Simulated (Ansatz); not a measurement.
Harmonic frequencies (cm⁻¹) at PBE0-D4/def2-TZVP from Ansatz: 215, 336, 407, 659, 674, 956, 992, 1048, 1125, 1144, 1191, 1245, 1419, 1524, 1592, 3053, 3110, 3721.

Question: Which molecule is it?
A. `O=CS[SiH3]`
B. `N[SiH2][SeH]`
C. `FB1NCO1`
D. `NC1(F)BO1`

Answer: C.
